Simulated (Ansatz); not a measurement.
Reaction (formal exchange of groups at a Ge–F bond): `[CH3][GeH]([F])[SiH3]` + `CC(F)(F)CF` → `[CH3][GeH]([CH3])[SiH3]` + `FCC(F)(F)F`

Isolated molecules relaxed with PBE0-D4/def2-TZVP in Ansatz; ΔE leaves out vibrations. CBS: MP2 limit from def2 TZ/QZ plus the TZ coupled-cluster correction, frozen cores. DFT in def2-TZVPP. B3LYP here is the variant with VWN-RPA as its local correlation; programs differ in this. For Ge outer-core shells are correlated without core-valence functions, which leaves a few kJ/mol of doubt a bond. Scalar relativity is left out up to krypton. Each species was taken in one conformer, which may not be the lowest.

`[CH3][GeH]([F])[SiH3]`:

```xyz
11

C    -1.652    0.103    0.753
Ge   -0.188    0.693   -0.382
F     0.399    2.182    0.342
Si    1.693   -0.777   -0.449
H    -1.286   -0.110    1.757
H    -2.106   -0.801    0.343
H    -2.410    0.885    0.807
H    -0.690    1.106   -1.781
H     2.160   -1.053    0.934
H     2.795   -0.170   -1.238
H     1.285   -2.059   -1.086
```

`CC(F)(F)CF`:

Cartesian coordinates in Å:
```
C -0.537 -1.082 -0.489
C -0.436 0.199 0.284
F -1.362 1.083 -0.180
F -0.736 -0.020 1.600
C 0.925 0.869 0.273
F 1.340 1.070 -1.020
H -1.556 -1.462 -0.415
H 0.154 -1.821 -0.082
H -0.292 -0.900 -1.535
H 1.650 0.231 0.785
H 0.849 1.834 0.779
```

`[CH3][GeH]([CH3])[SiH3]`:

```xyz
14

C     0.117   -0.301    1.903
Ge    0.577   -0.017    0.019
C     0.257    1.857   -0.464
Si   -0.706   -1.464   -1.376
H     0.316   -1.331    2.200
H     0.709    0.363    2.537
H    -0.940   -0.089    2.070
H     2.078   -0.332   -0.180
H     0.849    2.514    0.176
H     0.534    2.042   -1.502
H    -0.798    2.105   -0.336
H    -0.373   -1.260   -2.813
H    -2.161   -1.193   -1.197
H    -0.460   -2.893   -1.038
```

`FCC(F)(F)F`:

```xyz
8

F     0.620   -1.589   -0.494
C    -0.161   -0.477   -0.610
C     0.116    0.467    0.542
F     1.386    0.867    0.562
F    -0.660    1.550    0.410
F    -0.155   -0.095    1.719
H     0.069    0.039   -1.546
H    -1.215   -0.761   -0.583
```

| species | B3LYP-D4 energy (Eh) |
| --- | --- |
| `[CH3][GeH]([F])[SiH3]` | -2508.85717 |
| `CC(F)(F)CF` | -417.05686 |
| `[CH3][GeH]([CH3])[SiH3]` | -2448.87082 |
| `FCC(F)(F)F` | -477.00829 |

(1) Work out ΔE.

Largest T1 diagnostic among the species: 0.012.

Results:

(1) ΔE = (-2448.87082) + (-477.00829) − (-2508.85717) − (-417.05686) = 0.03492 Eh = +0.95 eV. CCSD(T)/CBS gives +0.94 eV.

In def2-TZVPP, CCSD(T) changes the Hartree–Fock value by −0.11 eV (the triples alone add −0.02 eV) and MP2 by −0.09 eV.
